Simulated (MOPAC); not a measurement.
Input file for MOPAC: AM1 on GeC, 2S+1 = 3, a spin state set in the input, which need not be the lowest, a point of a bond scan (R = 1.756 Å).

```
AM1 1SCF PRECISE CHARGE=0 UHF MS=1 THREADS=1
CGe

C      0.00000000 1     0.00000000 1     0.00000000 1
Ge     0.00000000 1     0.00000000 1     1.75583300 1
```

Program output:

```
*******************************************************************************
 **                                                                           **
 **                              MOPAC v23.2.5                                **
 **                                                                           **
 *******************************************************************************
 ** MOPAC's Digital Object Identifier: https://doi.org/10.5281/zenodo.6511958 **
 **                                                                           **
 ** Please cite the open-source release paper for use of this MOPAC version:  **
 ** J. E. Moussa and J. J. P. Stewart (2026)                                  **
 ** MOPAC: An open-source semiempirical molecular orbital program             **
 ** J. Open Source Softw., 11(119), 8025, https://doi.org/10.21105/joss.08025 **
 *******************************************************************************

                              AM1 CALCULATION RESULTS

 *******************************************************************************
 *  AM1        - The AM1 Hamiltonian to be used
 *  UHF        - UNRESTRICTED HARTREE-FOCK CALCULATION
 *
 *
 *
 *                 CHARGE ON SYSTEM = 0
 *
 *
 *
 *  MS=        - IN MECI, MAGNETIC COMPONENT OF SPIN =  1.0
 *  PRECISE    - TIGHTER CRITERIA TO BE USED
 *  1SCF       - DO 1 SCF AND THEN STOP
 *  THREADS=1  - MULTI-THREADING NOT USED
 *  T=         - A TIME OF 172800.0 SECONDS REQUESTED
 *  DUMP=N     - RESTART FILE WRITTEN EVERY 7200.0 SECONDS REQUESTED
 *******************************************************************************
AM1 1SCF PRECISE CHARGE=0 UHF MS=1 THREADS=1
 CGe

   ATOM   CHEMICAL          X               Y               Z
  NUMBER   SYMBOL      (ANGSTROMS)     (ANGSTROMS)     (ANGSTROMS)

     1       C          0.00000000  *   0.00000000  *   0.00000000  *
     2      Ge          0.00000000  *   0.00000000  *   1.75583300  *



          CARTESIAN COORDINATES

    NO.       ATOM           X           Y           Z

     1         C          0.0000      0.0000      0.0000
     2        Ge          0.0000      0.0000      1.7558

  C: (AM1): M.J.S. DEWAR ET AL, J. AM. CHEM. SOC. 107 3902-3909 (1985)
 Ge: (AM1): M.J.S.Dewar and C.Jie, Organometallics, 8, 1544, (1989)

           Empirical Formula: C Ge  =     2 atoms



      MOLECULAR POINT GROUP   :   C*v


          UHF CALCULATION, NO. OF ALPHA ELECTRONS =    5
                           NO. OF BETA  ELECTRONS =    3

 -------------------------------------------------------------------------------
 AM1 1SCF PRECISE CHARGE=0 UHF MS=1 THREADS=1
 CGe



     1SCF WAS SPECIFIED, SO BFGS WAS NOT USED
     SCF FIELD WAS ACHIEVED


                              AM1 CALCULATION
                                                       MOPAC v23.2.5 Linux




          FINAL HEAT OF FORMATION =        184.39026 KCAL/MOL =     771.48885 KJ/MOL


          COSMO AREA              =         88.83 SQUARE ANGSTROMS
          COSMO VOLUME            =         76.12 CUBIC ANGSTROMS

          IONIZATION POTENTIAL    =          7.975345 EV
          ALPHA SOMO LUMO (EV)    =         -8.531 -1.188
          BETA  SOMO LUMO (EV)    =         -7.975 -1.885
          NO. OF ALPHA ELECTRONS  =          5
          NO. OF BETA  ELECTRONS  =          3
          MOLECULAR WEIGHT        =         84.6010         POINT GROUP:  C*v

          MOLECULAR DIMENSIONS (Angstroms)

            Atom       Atom       Distance
           Ge     2    C     1     1.75583
           Ge     2    C     1     0.00000
            C     1   Ge     2     0.00000


          SCF CALCULATIONS        =          1





   ATOM   CHEMICAL          X               Y               Z
  NUMBER   SYMBOL      (ANGSTROMS)     (ANGSTROMS)     (ANGSTROMS)

     1       C          0.00000000  *   0.00000000  *   0.00000000  *
     2      Ge          0.00000000  *   0.00000000  *   1.75583300  *

                             CARTESIAN COORDINATES

   1    C        0.000000000     0.000000000     0.000000000
   2   Ge        0.000000000     0.000000000     1.755833000


           Empirical Formula: C Ge  =     2 atoms



      MOLECULAR POINT GROUP   :   C*v


          ALPHA EIGENVALUES
 -25.38838 -12.06933 -11.03812 -10.89252  -8.53059  -1.18770  -0.83536   1.67715


           BETA EIGENVALUES
 -19.94304  -8.98041  -7.97534  -1.88479   0.48998   1.56848   1.79002   2.50238


              NET ATOMIC CHARGES AND DIPOLE CONTRIBUTIONS

  ATOM NO.   TYPE          CHARGE      No. of ELECS.   s-Pop       p-Pop
    1          C          -0.487546        4.4875     1.61266     2.87489
    2         Ge           0.487546        3.5125     1.56424     1.94821
 DIPOLE           X         Y         Z       TOTAL
 POINT-CHG.     0.000     0.000     4.112     4.112
 HYBRID         0.000    -0.000    -4.718     4.718
 SUM            0.000    -0.000    -0.606     0.606


          ATOMIC ORBITAL ELECTRON POPULATIONS

     Atom    s        px        py        pz
    1  C   1.61266   1.02746   0.92637   0.92106
    2 Ge   1.56424   0.97254   0.07363   0.90204


                    (SZ)    =    1.000000
                    (S**2)  =    2.719443


          ATOMIC ORBITAL SPIN POPULATIONS

    Atom   Total    s     px     py     pz
         Atomic
    1  C  2.7785  0.215  0.841  0.926  0.795
    2 Ge -0.7785  0.012 -0.841  0.074 -0.023

 **********************
 *                    *
 * JOB ENDED NORMALLY *
 *                    *
 **********************




 == MOPAC DONE ==
```

The run finished. Its determinant has ⟨S²⟩ = 2.72, a mixture of spin states.

Cost: roughly 0.03 core-seconds.
